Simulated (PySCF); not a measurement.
C3H9FSi, SMILES CC[Si@H](C)F. Atoms are numbered in the order given.

```xyz
14

C      1.7732    -1.5440     0.0010
C      1.0882    -0.3875    -0.7422
Si    -0.2126     0.5068     0.2721
C     -1.6308    -0.6126     0.7544
F     -0.8145     1.7255    -0.6439
H      2.5441    -2.0272    -0.6202
H      1.0520    -2.3255     0.2913
H      2.2679    -1.1970     0.9234
H      1.8361     0.3567    -1.0687
H      0.6053    -0.7539    -1.6660
H      0.3999     1.1357     1.4783
H     -1.2809    -1.4232     1.4146
H     -2.4142    -0.0544     1.2912
H     -2.0873    -1.0723    -0.1373
```

Geometry: B3LYP-D3(BJ)/def2-SVP. The structure was generated by enumeration; whether it is a known compound was not checked. One conformer was computed; it need not be the lowest.

Calculation: PBE/pcSseg-1 run with PySCF.

GIAO shieldings, no solvent; atoms listed in one row are averaged. δ = σ(ref) − σ: ¹³C against TMS (σ = 182.0 ppm); ²⁹Si against TMS (σ = 335.4 ppm); ¹⁹F against CFCl3 (σ = 133.6 ppm); ¹H against TMS (σ = 31.49 ppm), references at their B3LYP-D3(BJ)/def2-TZVP geometries, non-relativistic.

```json
[
 {"nucleus": "¹³C", "atoms": "C2", "count": "1", "δ (ppm)": "13.9"},
 {"nucleus": "¹³C", "atoms": "C1", "count": "1", "δ (ppm)": "9.2"},
 {"nucleus": "¹³C", "atoms": "C4", "count": "1", "δ (ppm)": "-0.3"},
 {"nucleus": "²⁹Si", "atoms": "Si3", "count": "1", "δ (ppm)": "32.9"},
 {"nucleus": "¹⁹F", "atoms": "F5", "count": "1", "δ (ppm)": "-224.1"},
 {"nucleus": "¹H", "atoms": "H11", "count": "1", "δ (ppm)": "5.53"},
 {"nucleus": "¹H", "atoms": "H9", "count": "1", "δ (ppm)": "1.25"},
 {"nucleus": "¹H", "atoms": "H6, H7, H8", "count": "3", "δ (ppm)": "1.17"},
 {"nucleus": "¹H", "atoms": "H10", "count": "1", "δ (ppm)": "1.04"},
 {"nucleus": "¹H", "atoms": "H12, H13, H14", "count": "3", "δ (ppm)": "0.57"}
]
```
